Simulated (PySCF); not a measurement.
# Spin-rotation constants: `S=C1C[BH2-]N1`, [C2H5BNS]-, charge -1

Molfile (atoms numbered from 1):
```
C2H5BNS
     RDKit          3D

 10 10  0  0  0  0  0  0  0  0999 V2000
    2.4749    0.0438    0.0348 S   0  0  0  0  0  0  0  0  0  0  0  0
    0.7992   -0.0289    0.0319 C   0  0  0  0  0  0  0  0  0  0  0  0
   -0.1973   -1.1028   -0.3688 C   0  0  0  0  0  0  0  0  0  0  0  0
   -1.3623    0.0019    0.0750 B   0  0  0  0  0  0  0  0  0  0  0  0
   -0.0887    0.8829    0.3981 N   0  0  0  0  0  0  0  0  0  0  0  0
   -0.0955   -1.3773   -1.4323 H   0  0  0  0  0  0  0  0  0  0  0  0
   -0.0717   -2.0191    0.2323 H   0  0  0  0  0  0  0  0  0  0  0  0
   -2.0698    0.4639   -0.8353 H   0  0  0  0  0  0  0  0  0  0  0  0
   -2.0435   -0.2751    1.0758 H   0  0  0  0  0  0  0  0  0  0  0  0
    0.1869    1.7958    0.7473 H   0  0  0  0  0  0  0  0  0  0  0  0
  1  2  2  0
  2  3  1  0
  3  4  1  0
  4  5  1  0
  5  2  1  0
  3  6  1  0
  3  7  1  0
  4  8  1  0
  4  9  1  0
  5 10  1  0
M  CHG  1   4  -1
M  END
```

Method used: GIAO B3LYP/3-21G magnetisability, rotational g tensor and spin-rotation constants, non-relativistic, gas phase (PySCF). Geometry: PBE0-D3(BJ)/def2-SVP.

For an ion the centre-of-mass motion in the field is neglected.

**Question.** Give the nuclear spin-rotation constants along the inertial axes (H = +C I·J) beside the isotropic shieldings.

**Answer.** Rotational constants 11.6738, 2.7110, 2.2737 GHz. A star marks the isotopologue with that one atom substituted, in its own axes.
| atom | isotope | Caa (kHz) | Cbb (kHz) | Ccc (kHz) | mean (kHz) | σ (ppm) |
| --- | --- | --- | --- | --- | --- | --- |
| B4 | 11B | 1.789 | 0.332 | 0.306 | 0.809 | 135.6 |
| N5 | 14N | 1.471 | 0.361 | 0.133 | 0.655 | 86.5 |
| H6 | 1H | -1.287 | -0.105 | -0.022 | -0.471 | 31.6 |
| H7 | 1H | -1.286 | -0.106 | -0.021 | -0.471 | 31.6 |
| H8 | 1H | -0.343 | -0.200 | 0.025 | -0.173 | 29.6 |
| H9 | 1H | -0.341 | -0.200 | 0.025 | -0.172 | 29.6 |
| H10 | 1H | -0.876 | 0.253 | -0.287 | -0.303 | 26.9 |
| S1 | 33S* | 2.775 | 0.952 | 0.461 | 1.396 | 480.3 |
| C2 | 13C* | 4.636 | 1.509 | 0.390 | 2.178 | 17.0 |
| C3 | 13C* | 1.324 | 0.450 | 0.313 | 0.696 | 171.9 |

For the geometry as given, no vibrational averaging.
